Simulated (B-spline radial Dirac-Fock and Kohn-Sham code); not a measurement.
Auger decay of the 3p3/2 hole in Te⁵⁺

System: tellurium as Te⁵⁺, configuration [Kr] 4d10 5s1.

Method: one-electron (LDA, Dirac) transition rates at Dirac-Fock energies. Computed with a B-spline atomic structure program. Kinetic energies are configuration averages from the vacuum level; the two-hole energies are estimated from single-hole states.

| transition | kinetic energy (eV) | width (meV) | share (%) |
| --- | --- | --- | --- |
| M3-M4N2 | 12.28 | 108 | 2.5 |
| M3-M5N2 | 22.34 | 743 | 17.0 |
| M3-M4N3 | 22.41 | 648 | 14.9 |
| M3-M5N3 | 32.98 | 1470 | 33.7 |
| M3-M4N4 | 104.7 | 71.3 | 1.6 |
| M3-M4N5 | 105.8 | 48.7 | 1.1 |
| M3-M5N4 | 114.5 | 263 | 6.0 |
| M3-M5N5 | 116.5 | 457 | 10.5 |
| M3-M5O1 | 164.4 | 63.2 | 1.4 |
| M3-N1N3 | – | 50.0 | 1.1 |
| M3-N2N3 | 481.5 | 56.1 | 1.3 |
| M3-N3N3 | 491.1 | 82.9 | 1.9 |
| M3-N3N4 | 572.1 | 104 | 2.4 |
| M3-N3N5 | 574.8 | 141 | 3.2 |

A dash stands for an energy that rests on an unreliable hole state.

Coster-Kronig rates are the weakest part of this model and often come out 1.5 to 2.5 times too large. The listed channels hold 99 % of the non-radiative rate. Summed by principal shells, of 4.36 eV in all: MMN 87.3 %, MNN 10.8 %, MMO 1.7 %.
